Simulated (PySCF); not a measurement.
C₆ coefficients of unlike pairs at PBE

Calculated with PySCF 2.14 from the dipole response of each species, C₆(A,B) = (3/π) ∫ α_A(iu) α_B(iu) du, in atomic units, from isotropic polarisabilities. For ions this is the dispersion term alone; charge-induced terms of lower order in 1/R come first.

| species | configuration | basis | relativity | α (bohr³) | C₆ (like pair) |
| --- | --- | --- | --- | --- | --- |
| Fe⁺ | [Ar] 3d6 4s1 (6D) | aug-cc-pVTZ (8s7p5d3f2g) | none | 25.52 | 127.1 |
| Mg²⁺ | [Ne] (1S) | dyall-av3z (20s13p6d4f) | none | 0.5131 | 0.6224 |
| Ca⁺ | [Ar] 4s1 (2S) | def2-TZVPPD (6s5p3d) | none | 81.60 | 599.5 |
| O⁺ | [He] 2s2 2p3 (4S) | aug-cc-pwCVQZ (9s8p6d4f2g) | none | 2.691 | 5.310 |

(1) Estimate C₆ for Ca⁺ with Mg²⁺.

No spin-orbit coupling is included.

The other pairs:

```
     pair     C₆
  O⁺, Ca⁺  38.74
 O⁺, Mg²⁺  1.607
  O⁺, Fe⁺  22.68
Mg²⁺, Fe⁺  5.751
 Ca⁺, Fe⁺  258.7
```

## Answers

(1) The integral gives 8.815. The combination rule 2 C_A C_B / (C_A α_B/α_A + C_B α_A/α_B) gives 7.263 and the geometric mean 19.32.
